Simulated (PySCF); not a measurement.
BrSi, SMILES [Si]Br (connectivity only; charge and spin as stated), charge +1, multiplicity 1.

Geometry optimised at B3LYP-D3(BJ)/def2-TZVP. The multiplicity is an assumed one; other spin states were not compared.

The numbers are results of PySCF with ωB97X/def2-TZVPD, not measurements.

Isolated molecule, no solvent.

### Question
Estimate the frontier levels, gap, dipole moment and polarisability. (An estimate is asked for; the answer gives what the named calculation found.)

### Answer

```yaml
highest_occupied_level: -17.79 eV
lowest_empty_level: -7.27 eV
orbital_gap: 10.52 eV
dipole_moment_about_the_centre_of_nuclear_charge: 4.59 D
mean_static_polarisability: 39.0 bohr³ (5.78 Å³)
polarisability_principal_values: 31.8, 31.8, 53.4 bohr³
```
